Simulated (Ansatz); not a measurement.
Ansatz (a program for electronic structure) input for I₄Sn, SMILES [I][Sn-]([I])([I])[I] (connectivity only; charge and spin as stated), charge -1, multiplicity 2, PBE-D3(BJ)/def2-SVPD. 

Ansatz 0.2 input:
```yaml
crystal:
  periodic: [false, false, false]
  atoms:
    - {symbol: Sn, position_ang: [0.00000000, 0.00000000, 0.00000000]}
    - {symbol: I, position_ang: [1.67390815, 1.67390815, 1.67390815]}
    - {symbol: I, position_ang: [-1.67390815, 1.67390815, -1.67390815]}
    - {symbol: I, position_ang: [-1.67390815, -1.67390815, 1.67390815]}
    - {symbol: I, position_ang: [1.67390815, -1.67390815, -1.67390815]}
basis:
  gaussian:
    orbitals: def2-SVPD
hamiltonian:
  xc: pbe
  dispersion: d3bj
total_charge: -1
magnetization: {spin_polarized: true, initial_magnetization: 1}
relax: {f_tol: 0.002, max_steps: 200}
```

Output:

```
WARN ansatz: RAYON_NUM_THREADS=2 ignored (pool sized by the plan → 2); use --threads N
Functional definition: PBE
integrals: 0.18 GiB planned
1877 factors; their error is unknown
mean field: 1.05 GiB planned
mean field evaluation 1: about -38240.4670 eV, gradient 1.3e1 eV
mean field evaluation 2: about -38233.0762 eV, gradient 3.5e1 eV
mean field evaluation 4: about -38241.7522 eV, gradient 5.7e-1 eV
mean field evaluation 8: about -38241.7369 eV, gradient 2.3e-2 eV
mean field evaluation 16: about -38240.0904 eV, gradient 3.7e0 eV
mean field evaluation 32: about -38239.8402 eV, gradient 3.8e0 eV
mean field -38241.73689189 eV, -1405.3579095969 hartree, gradient 5.7e-5 eV, S^2 0.751021; 4 other end points of the search recorded, 0 dependent functions left out
the calculation of the forces begins
reference -38241.73695185 eV, -1405.3579118003 hartree; 62, 61 occupied and 110, 111 virtual orbitals, 1877 factors
relax step   1: F+E_penalty+E_count = -38242.01621967 eV  Δ(F+E_penalty+E_count) = +0.000e0 eV  max|allowed force component| = 1.822e-2 eV/Å  Δτ_max = 0.0000 Å  (132 SCF iters, accepted)
these checks for a lower state are left out or cut short: starts, cluster_reference, orbital_swaps, neighbouring_geometries, increment
integrals: 0.18 GiB planned
1877 factors; their error is unknown
mean field: 1.05 GiB planned
mean field -38241.73640235 eV, -1405.3578916063 hartree, gradient 5.4e-5 eV, S^2 0.751010; 0 other end points of the search recorded, 0 dependent functions left out
the calculation of the forces begins
reference -38241.73646222 eV, -1405.3578938066 hartree; 62, 61 occupied and 110, 111 virtual orbitals, 1877 factors
relax step   2: F+E_penalty+E_count = -38242.01656403 eV  Δ(F+E_penalty+E_count) = -3.444e-4 eV  max|allowed force component| = 3.412e-3 eV/Å  Δτ_max = 0.0046 Å  (28 SCF iters, accepted)
these checks for a lower state are left out or cut short: starts, cluster_reference, orbital_swaps, neighbouring_geometries, increment
integrals: 0.18 GiB planned
1877 factors; their error is unknown
mean field: 1.05 GiB planned
mean field -38241.73622208 eV, -1405.3578849817 hartree, gradient 1.8e-5 eV, S^2 0.751007; 0 other end points of the search recorded, 0 dependent functions left out
the calculation of the forces begins
reference -38241.73628193 eV, -1405.3578871812 hartree; 62, 61 occupied and 110, 111 virtual orbitals, 1877 factors
relax step   3: F+E_penalty+E_count = -38242.01657638 eV  Δ(F+E_penalty+E_count) = -1.235e-5 eV  max|allowed force component| = 3.922e-5 eV/Å  Δτ_max = 0.0011 Å  (22 SCF iters, accepted)
integrals: 0.18 GiB planned
1877 factors; their error is unknown
mean field: 1.05 GiB planned
mean field evaluation 64: about -38241.7362 eV, gradient 2.0e-3 eV
mean field -38241.73622208 eV, -1405.3578849817 hartree, gradient 1.8e-5 eV, S^2 0.751007; 4 other end points of the search recorded, 0 dependent functions left out
the calculation of the forces begins
reference -38241.73628193 eV, -1405.3578871812 hartree; 62, 61 occupied and 110, 111 virtual orbitals, 1877 factors
Total energy: -38242.01663623 eV, -1405.3681900117 hartree
Atom 0 at     0.000000     0.000000     0.000000 Å, force     0.000000    -0.000000     0.000000 eV/Å
Atom 1 at     1.670652     1.670652     1.670652 Å, force     0.000039     0.000039     0.000039 eV/Å
Atom 2 at    -1.670652     1.670652    -1.670652 Å, force    -0.000039     0.000039    -0.000039 eV/Å
Atom 3 at    -1.670652    -1.670652     1.670652 Å, force    -0.000039    -0.000039     0.000039 eV/Å
Atom 4 at     1.670652    -1.670652    -1.670652 Å, force     0.000039    -0.000039    -0.000039 eV/Å
Dipole moment:     0.000000     0.000000     0.000000 e Å
```

The calculation finished and met its thresholds.
